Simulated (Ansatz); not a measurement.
Sc₅. Charge 0, multiplicity 2. Geometry PBE-D4/def2-SVP.

Cartesian coordinates in Å:
```
Sc -0.865 0.827 1.181
Sc -1.626 0.625 -1.652
Sc 1.101 0.764 -0.829
Sc 1.675 -0.589 1.616
Sc -0.286 -1.626 -0.317
```

The 6-31G sets use Cartesian d functions. B3LYP takes the VWN-RPA correlation. At HF/6-31G, PBE-D4/def2-TZVPD, B3LYP-D4/6-31G, PBE0-D4/def2-SVP and others the charge 0 doublet is spin-contaminated (final ⟨S²⟩ up to 4.89, 0.75 for a pure state). At PBE0-D4/def2-TZVP a sextet of charge 0 lies 0.06 eV below the doublet, each at its own geometry. The structure comes from a short search, and lower isomers may exist.

(1) Estimate the α-spin orbital energies around the gap (eV) in Ansatz with HF/6-31G, PBE-D4/def2-TZVPD, B3LYP-D4/6-31G, PBE0-D4/def2-SVP, PBE0-D4/def2-TZVP.

Results:

(1) 
```tsv
orbital	HF/6-31G	PBE-D4/def2-TZVPD	B3LYP-D4/6-31G	PBE0-D4/def2-SVP	PBE0-D4/def2-TZVP
HOMO−5	-8.52	-3.72	-4.46	-4.45	-4.49
HOMO−4	-8.14	-3.72	-4.20	-4.40	-4.43
HOMO−3	-6.51	-3.47	-4.09	-4.13	-4.26
HOMO−2	-5.72	-3.19	-3.66	-3.79	-3.88
HOMO−1	-5.55	-3.09	-3.52	-3.68	-3.79
HOMO	-5.30	-3.03	-3.33	-3.58	-3.70
LUMO	0.26	-2.68	-1.95	-1.87	-1.93
LUMO+1	0.37	-2.57	-1.94	-1.61	-1.72
LUMO+2	0.56	-2.56	-1.90	-1.51	-1.61
LUMO+3	0.75	-2.08	-1.61	-1.21	-1.31
LUMO+4	1.08	-2.07	-1.47	-1.16	-1.28
LUMO+5	1.17	-2.03	-1.43	-1.01	-1.25
β HOMO	-5.20	-3.00	-3.52	-3.54	-3.66
β LUMO	0.32	-2.71	-2.00	-1.88	-1.89
```
